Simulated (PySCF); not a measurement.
Vertical excitations of a molecule C4H9B from TDA-ωB97X/def2-SVPD in PySCF, as energy in eV (oscillator strength): 5.58 (0.005), 5.70 (0.038), 6.66 (0.336), 7.75 (0.005), 8.08 (0.108), 8.17 (0.054), 8.44 (0.005), 8.55 (0.030), 8.77 (0.021), 8.99 (0.059). Lowest triplet (TDA): 3.81 eV. Geometry: PBE0-D3(BJ)/def2-SVP. Other conformers were not sampled.

**Question.** Pick the molecule that these values belong to.
A) C=CB(C)C
B) C=CCBC
C) C=CBCC

**Answer.** C, C=CBCC
